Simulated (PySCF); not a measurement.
Species: C3H12ClN3Si3.
Structure used (PBE0-D3(BJ)/def2-SVP), in Å, numbered top down from 1:
```xyz
22
C3H12ClN3Si3 angstrom
C      4.8947    0.3777    1.4091
C      4.2888    1.5662    1.3320
Cl     4.5314    2.7388    2.6036
C      3.3299    2.0076    0.2851
Si     1.5368    2.0157    0.9118
N      1.3128    0.5389    1.8047
Si    -0.2480   -0.1448    2.1129
N     -1.3501    0.8504    1.1982
Si    -1.1719    1.5231   -0.3974
N      0.4862    2.0290   -0.4829
H      5.5498    0.1230    2.2431
H      4.7494   -0.3555    0.6124
H      3.3753    1.3118   -0.5684
H      3.5900    3.0160   -0.0768
H      1.2859    3.2156    1.7593
H      2.1571    0.0320    2.0607
H     -0.2391   -1.5915    1.7215
H     -0.7113   -0.0794    3.5355
H     -2.2080    1.1010    1.6803
H     -1.4355    0.5724   -1.5259
H     -2.1865    2.6196   -0.5010
H      0.9113    2.1513   -1.3965
```

Method used: PBE0-D3(BJ)/def2-SVP geometry optimisation, gas phase in PySCF.

Take the most abundant isotopes and a rigid rotor. The values belong to one conformer with, in the numbering `[CH2:1]=[C:2]([Cl:3])[CH2:4][SiH:5]1[NH:6][SiH2:7][NH:8][SiH2:9][NH:10]1`, C1–C2–C4–Si5 105°, C2–C4–Si5–N6 -44°, C4–Si5–N6–Si7 -159°, Si5–N6–Si7–N8 6°, N6–Si7–N8–Si9 40°, Si7–N8–Si9–N10 -40°.

(1) What are A, B and C (MHz)?

(2) Classify the top.

(3) What does the inertial defect say?

(4) List the rotational levels J(Ka,Kc) to J = 3 (MHz).

(5) Which types of transition are allowed, and where do some lines up to J = 3 fall?

Results:

(1) Ia = 354.97, Ib = 1289.31, Ic = 1438.96 u·Å²; 505379 MHz·u·Å²/I gives A = 1424, B = 392.0, C = 351.2 MHz.

(2) A near-prolate asymmetric top: κ = (2 × 392.0 − 1424 − 351.2)/(1424 − 351.2) = -0.92.

(3) Not planar: Δ = Ic − Ia − Ib = -205.32 u·Å². For a rigid frame Δ = −2 Σ m c², so Σ m c² = 102.66 u·Å² lies off the ab plane: 23.36 from hydrogen and 79.30 from heavier atoms. The atom farthest from that plane is 2.60 Å away.

(4) Above 0(0,0):
J = 1: 1(0,1) 743, 1(1,1) 1775, 1(1,0) 1816
J = 2: 2(0,2) 2228, 2(1,2) 3221, 2(1,1) 3343, 2(2,1) 6438, 2(2,0) 6439
J = 3: 3(0,3) 4453, 3(1,3) 5388, 3(1,2) 5633, 3(2,2) 8668, 3(2,1) 8674, 3(3,1) 13929, 3(3,0) 13929

(5) The dipole components are |μa| = 0.27 D, |μb| = 0.62 D, |μc| = 1.48 D. The squared components, which scale the intensities, stand as 0.03 : 0.17 : 1.00 (a : b : c). Some lines, for components of 0.1 D or more:

```
type  branch         J(Ka,Kc)   MHz  lower level (cm⁻¹)
   b       R  2(0,2) ← 1(1,1)   453               0.059
   a       R  1(0,1) ← 0(0,0)   743               0.000
   c       Q  3(1,3) ← 3(0,3)   935               0.149
   c       Q  2(1,2) ← 2(0,2)   992               0.074
   c       Q  1(1,1) ← 1(0,1)  1032               0.025
   b       Q  1(1,0) ← 1(0,1)  1072               0.025
   b       R  3(0,3) ← 2(1,2)  1233               0.107
   a       R  2(1,2) ← 1(1,1)  1446               0.059
   a       R  2(0,2) ← 1(0,1)  1485               0.025
   a       R  2(1,1) ← 1(1,0)  1527               0.061
   a       R  3(1,3) ← 2(1,2)  2168               0.107
   a       R  3(2,1) ← 2(2,0)  2234               0.215
   a       R  3(1,2) ← 2(1,1)  2290               0.112
   c       R  2(1,1) ← 1(0,1)  2600               0.025
   c       Q  3(2,2) ← 3(1,2)  3035               0.188
   c       Q  2(2,1) ← 2(1,1)  3095               0.112
   b       R  3(1,3) ← 2(0,2)  3160               0.074
   b       Q  3(2,2) ← 3(1,3)  3279               0.180
   b       R  2(2,1) ← 1(1,0)  4622               0.061
   c       Q  3(3,1) ← 3(2,1)  5255               0.289
   b       Q  3(3,0) ← 3(2,1)  5255               0.289
   b       R  3(2,2) ← 2(1,1)  5325               0.112
   c       R  3(2,1) ← 2(1,1)  5331               0.112
   b       R  3(2,1) ← 2(1,2)  5453               0.107
   c       R  3(3,0) ← 2(2,0)  7490               0.215
```

Stationary, but not proved a minimum. Constants of a rigid frame at the computed geometry: no zero-point averaging, no centrifugal distortion. Quadrupole hyperfine structure (14N, 35Cl) is left out.
